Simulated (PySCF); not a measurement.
O₂Ti, triplet, at a GFN2-xTB geometry (such geometries of metal compounds can be far from the true shape) (the multiplicity is a formal guess). Base run: PySCF with DF-BLYP/STO-3G.

PySCF was given this input:
```python
from pyscf import gto, scf, dft

mol = gto.Mole()
mol.atom = '''
    Ti    0.08713546    0.01667738    0.10503988
    O     1.09419603    0.19006438   -1.18532302
    O    -1.33381854   -0.23592717    0.89646335
'''
mol.basis = 'sto-3g'
mol.spin = 2
mol.verbose = 4
mol.build()

mf = dft.UKS(mol)
mf.xc = 'blyp'
mf = mf.density_fit(auxbasis='def2-universal-jkfit')
mf.kernel()
mf.analyze()
```

The base run was repeated with changes; each row names its change, and settings that it needs were set with it.

```csv
change,basis functions,E (Eh),HOMO (eV),dipole (D),core-seconds (rough),outcome
base,28,-989.00317,-2.18,0.81,2,converged
basis = LANL2DZ,40,-208.46602,-4.20,1.98,7,converged
basis = 6-31G,45,-,-,-,-,not converged
basis = 3-21G,45,-994.90923,-3.72,1.26,4,converged
basis = 6-31G*,62,-,-,-,-,not converged
basis = 6-31G**,62,-,-,-,-,not converged
basis = cc-pVDZ,71,-999.93421,-3.79,1.90,10,converged
basis = aug-pcseg-1,93,-999.79817,-3.88,1.87,10,converged
basis = def2-TZVP,107,-999.96819,-3.79,2.07,10,converged
basis = pcseg-2,116,-999.99110,-3.84,1.98,20,converged
basis = def2-TZVPP,126,-999.97153,-3.84,1.91,20,converged
basis = cc-pVTZ,128,-999.98039,-3.84,1.91,20,converged
basis = aug-cc-pVTZ,185,-999.98298,-3.88,1.89,30,converged
```

Totals compare only among sets that treat the same electrons; sets with core potentials leave the core out.

Open shells are given as the SCF converged; they aren't shown to be the lowest states, and a large step between rows can be another state.
